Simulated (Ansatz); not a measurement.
System: C7H13, charge 0, multiplicity 2. It need not be the lowest isomer of its formula. SMILES: [C]1(CC[C@@H](C)C1)C
Geometry from a B3LYP-D3(BJ)/def2-TZVP (Ansatz, a quantum-chemistry and plane-wave program) optimisation:
```xyz
20

C     -2.5114    -0.3280    -0.5959
C     -1.1893    -0.3152     0.1557
C     -0.7538     1.0733     0.6528
C      0.7515     0.9315     0.9386
C      1.1983    -0.1637     0.0190
C      2.6133    -0.4201    -0.3390
C      0.0258    -0.7837    -0.6667
H     -2.7645    -1.3331    -0.9405
H     -2.4627     0.3231    -1.4730
H     -3.3310     0.0233     0.0351
H     -1.2727    -0.9742     1.0276
H     -1.3296     1.4118     1.5157
H     -0.9091     1.8022    -0.1491
H      0.9282     0.6623     1.9912
H      1.2996     1.8681     0.7795
H      3.2850    -0.2264     0.5021
H      2.9549     0.2255    -1.1647
H      2.7688    -1.4515    -0.6666
H     -0.0691    -0.4216    -1.7061
H      0.0958    -1.8748    -0.7387
```
Charge 0, spin multiplicity 2.

Quantity: atomisation energy (electronic, to ground-state atoms), in eV. Cores are frozen in the correlated levels unless marked. UHF or UKS for open shells. Spin-orbit coupling is left out. No relativistic terms. The coupled-cluster limit lacks core correlation, which all-electron functionals hold. CBS(X,Y): correlation extrapolated as X^-3; Hartree-Fock from the larger set. [CCSD(T)-MP2]/basis is that difference in the basis named.

```tsv
level	program	atomisation energy (eV)
B3LYP/def2-TZVPD	Ansatz	84.05
```

**Question.** Predict the RI-MP2/CBS(cc-pVTZ,cc-pVQZ)+[CCSD(T)-MP2]/cc-pVTZ result (Ansatz).

**Answer.** 84.66 eV
